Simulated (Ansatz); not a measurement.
Reaction (β-hydride elimination): `C[CH](C)[SbH2]` → stibine + propene

Isolated molecules relaxed with PBE0-D4/def2-TZVP in Ansatz; ΔE leaves out vibrations. CCSD(T)/CBS is the MP2 limit (def2-TZVPP, def2-QZVPP) plus CCSD(T) − MP2 in def2-TZVPP, frozen cores. Functionals use def2-TZVPP. B3LYP here is the variant with VWN-RPA as its local correlation; programs differ in this. HSE06 is defined as in plane-wave codes. def2 core potentials past Kr. For Sb outer-core shells are correlated without core-valence functions, which leaves a few kJ/mol of doubt a bond.

Question: Is it downhill or uphill in electronic energy at CCSD(T)/CBS, and by how much? (Estimate.)

Answer: Ansatz gave: Uphill: ΔE = +26.9 kcal/mol.

Question: What do these levels give: LDA (SPW92), B3LYP-D4, HSE06-D4, CAM-B3LYP-D4, PBE, B3LYP, r2SCANh, HSE06, LC-ωPBE, HF/def2-QZVPP, HF/CBS(def2), MP2/CBS(def2)? (Estimate.)

Answer: Ansatz gave: LDA (SPW92) 31.9, B3LYP-D4 23.0, HSE06-D4 27.8, CAM-B3LYP-D4 23.7, PBE 22.9, B3LYP 17.9, r2SCANh 25.5, HSE06 25.2, LC-ωPBE 26.6, HF/def2-QZVPP 15.1, HF/CBS(def2) 15.1, MP2/CBS(def2) 31.2 kcal/mol.

Largest T1 diagnostic among the species: 0.014.

At CCSD(T), def2-SVP lies −3.5 kcal/mol from the extrapolated value and def2-TZVPP −1.4 kcal/mol. From r2SCAN to r2SCAN0 (25 % exact exchange), in def2-TZVPP and without D4, ΔE moves by +1.3 kcal/mol. In def2-TZVPP, CCSD(T) changes the Hartree–Fock value by +10.3 kcal/mol (the triples alone add +1.0 kcal/mol) and MP2 by +14.7 kcal/mol.
